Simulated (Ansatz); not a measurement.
C20H12⁺, that is perylene with one electron fewer. The state is a doublet with charge 1. Geometry PBE-D4/def2-SVP, that of the neutral singlet; atoms count from 1.

Cartesian coordinates in Å:
```
C 3.421 0.306 1.585
C 3.763 0.433 0.247
C 2.758 0.378 -0.760
C 3.096 0.507 -2.136
C 2.109 0.452 -3.108
C 0.759 0.267 -2.739
C 0.367 0.134 -1.400
C -1.042 -0.058 -1.012
C -2.074 -0.119 -1.959
C -3.421 -0.305 -1.585
C -3.763 -0.433 -0.247
C -2.758 -0.378 0.760
C -3.096 -0.508 2.136
C -2.108 -0.453 3.107
C -0.759 -0.268 2.739
C -0.367 -0.134 1.400
C 1.042 0.059 1.012
C 2.073 0.121 1.959
C 1.378 0.189 -0.380
C -1.378 -0.189 0.380
H 4.198 0.349 2.363
H 4.811 0.577 -0.057
H 4.152 0.650 -2.412
H 2.370 0.551 -4.172
H 0.005 0.229 -3.537
H -1.842 -0.022 -3.028
H -4.198 -0.346 -2.363
H -4.811 -0.578 0.057
H -4.152 -0.652 2.411
H -2.370 -0.554 4.172
H -0.005 -0.230 3.537
H 1.842 0.025 3.029
```

Single mean-field runs in def2-TZVP are fitted with def2-universal-jkfit.

Estimate the Mulliken populations of the heavy atoms from the PBE0/def2-TZVP orbitals of Ansatz.


```
atom  charge (e)  spin (α − β)
  C1       -0.10         -0.06
  C2       -0.16          0.20
  C3        0.16         -0.09
  C4       -0.16          0.20
  C5       -0.10         -0.06
  C6       -0.17          0.12
  C7        0.13          0.05
  C8        0.13          0.05
  C9       -0.17          0.12
 C10       -0.10         -0.06
 C11       -0.16          0.20
 C12        0.16         -0.09
 C13       -0.16          0.20
 C14       -0.10         -0.06
 C15       -0.17          0.12
 C16        0.13          0.05
 C17        0.13          0.05
 C18       -0.17          0.12
 C19        0.01         -0.02
 C20        0.01         -0.02
```
Mulliken values depend strongly on the basis.

Where does the spin sit?

Summed by element: C 1.05, H -0.05, of 1 unpaired in all. Largest on single atoms: C4 0.20, C11 0.20, C13 0.20.

And the Mayer bond orders between heavy atoms (over 0.3)?

C1–C2 1.43 (1.39 Å); C1–C18 1.39 (1.41 Å); C2–C3 1.23 (1.42 Å); C3–C4 1.23 (1.42 Å); C3–C19 1.26 (1.44 Å); C4–C5 1.43 (1.39 Å); C5–C6 1.39 (1.41 Å); C6–C7 1.35 (1.40 Å); C7–C8 1.07 (1.47 Å); C7–C19 1.24 (1.44 Å); C8–C9 1.35 (1.40 Å); C8–C20 1.24 (1.44 Å); C9–C10 1.39 (1.41 Å); C10–C11 1.43 (1.39 Å); C11–C12 1.23 (1.42 Å); C12–C13 1.23 (1.42 Å); C12–C20 1.26 (1.44 Å); C13–C14 1.43 (1.39 Å); C14–C15 1.39 (1.41 Å); C15–C16 1.35 (1.40 Å); C16–C17 1.07 (1.47 Å); C16–C20 1.24 (1.44 Å); C17–C18 1.35 (1.40 Å); C17–C19 1.24 (1.44 Å).
